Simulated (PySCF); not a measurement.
Dipole moment and polarisability of HgH2

HgH₂ (singlet state).
Structure used (PBE0-D3(BJ)/def2-SVP), in Å, numbered top down from 1:
```
atom  x, y, z in Å
Hg1    0.0000    0.0000    0.0000
H2    -0.0192   -0.0238    1.6558
H3     0.0192    0.0238   -1.6558
```

Level: CAM-B3LYP/def2-SVPD (PySCF), static field, nuclei fixed, core orbitals frozen in the response. The polarisability tensor in these axes (au):

```
x   28.55  0.00 -0.20
y    0.00 28.55 -0.24
z   -0.20 -0.24 45.58
```

Problem. What are the eigenvalues, a third of the trace, and Δα (Δα² = ½Σ(αi − αj)² over the three pairs)?

Solution. Principal values 28.55, 28.55 and 45.58 au; mean 34.22 au = 5.07 Å³ = 5.64 × 10⁻⁴⁰ C²·m²/J; Δα = 17.04 au (50 % of the mean).

Problem. What is the dipole moment?

Solution. 0.00 D; point group D∞h allows none.

Problem. What molar refraction does this α imply?

Solution. Lorentz–Lorenz: R = (4π/3)N_A α = 2.5225 cm³/(mol·Å³) × 5.07 Å³ = 12.8 cm³/mol, in the limit of long wavelengths.

Problem. Refractivity n − 1 of an ideal gas of it at 298.15 K and 1 atm, from the electronic α?

Solution. N = p/kT = 2.4615 × 10¹⁹ cm⁻³, so n − 1 = 2π × N × 5.07 × 10⁻²⁴ cm³ = 784 × 10⁻⁶ at long wavelengths, for an ideal gas.

Problem. In TDDFT the mean static polarisability is Σ f/ω² over all singlet excitations (ω in hartree). How much of it do the 10 lowest give? Their energies (eV) and oscillator strengths: 6.11, 0.0000; 6.11, 0.0000; 8.51, 0.3438; 8.51, 0.3438; 9.09, 1.1339; 9.64, 0.0078; 9.84, 0.0000; 10.27, 0.0000; 10.27, 0.0000; 10.42, 0.0000.

Solution. They add up to 17.25 au, 50.4 % of the 34.22 au; the largest single term is 10.16 au, from the state at 9.09 eV. Terms in order: 0.00, 0.00, 3.51, 3.51, 10.16, 0.06, 0.00, 0.00, 0.00, 0.00 au. Higher excitations give the rest. The strengths listed sum to 1.829.

Problem. Find the Langevin capture rate constant for NH4+ (18.034 u) meeting this molecule (203.986 u), k = 2.342 × 10⁻⁹ cm³/s × √(α in Å³ / reduced mass in u).

Solution. The reduced mass is 16.57 u, so k = 1.30 × 10⁻⁹ cm³/s.

Isolated species at its PBE0-D3(BJ)/def2-SVP geometry, gas phase. Atoms past krypton carry effective core potentials; spin–orbit coupling is left out.
